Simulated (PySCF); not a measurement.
SMILES C(C)O[SiH](C)C, GFN2-xTB optimised geometry.

```
18

Si     0.10    -0.77     0.00
C     -0.49     1.04     0.00
C     -0.61    -1.73    -1.47
O     -0.47    -1.60     1.28
C     -0.35    -1.32     2.65
C     -1.25    -2.25     3.44
H      1.57    -0.77     0.00
H     -1.57     1.10     0.07
H     -0.07     1.60     0.84
H     -0.20     1.56    -0.91
H     -0.26    -1.30    -2.40
H     -0.29    -2.77    -1.45
H     -1.69    -1.72    -1.48
H     -0.62    -0.27     2.84
H      0.70    -1.46     2.95
H     -0.99    -3.28     3.24
H     -1.15    -2.05     4.50
H     -2.29    -2.09     3.14
```

Density from PBE0/def2-SVP (PySCF) at that geometry.

Minimum of the electron density along straight lines between bonded atoms, close to the bond critical point (lines longer than 1.1 times the sum of covalent radii, or with two minima, are not listed):

| bond | length / Å | ρ at the minimum / e bohr⁻³ | ∇²ρ there / e bohr⁻⁵ | position (fraction from the first atom) |
|---|---|---|---|---|
| Si1–C2 | 1.906 | 0.111 | 0.31 | 0.38 |
| Si1–C3 | 1.892 | 0.114 | 0.32 | 0.38 |
| Si1–O4 | 1.626 | 0.128 | 1.09 | 0.41 |
| O4–C5 | 1.400 | 0.256 | -0.31 | 0.66 |
| C5–C6 | 1.521 | 0.250 | -0.59 | 0.51 |
| Si1–H7 | 1.474 | 0.116 | 0.31 | 0.49 |
| C2–H8 | 1.088 | 0.270 | -0.96 | 0.62 |
| C2–H9 | 1.087 | 0.270 | -0.95 | 0.62 |
| C2–H10 | 1.085 | 0.271 | -0.96 | 0.62 |
| C3–H11 | 1.085 | 0.272 | -0.96 | 0.62 |
| C3–H12 | 1.085 | 0.272 | -0.98 | 0.63 |
| C3–H13 | 1.085 | 0.271 | -0.97 | 0.62 |
| C5–H14 | 1.097 | 0.280 | -1.04 | 0.63 |
| C5–H15 | 1.097 | 0.280 | -1.05 | 0.63 |
| C6–H16 | 1.087 | 0.277 | -1.02 | 0.63 |
| C6–H17 | 1.087 | 0.276 | -1.00 | 0.62 |
| C6–H18 | 1.087 | 0.277 | -1.02 | 0.63 |
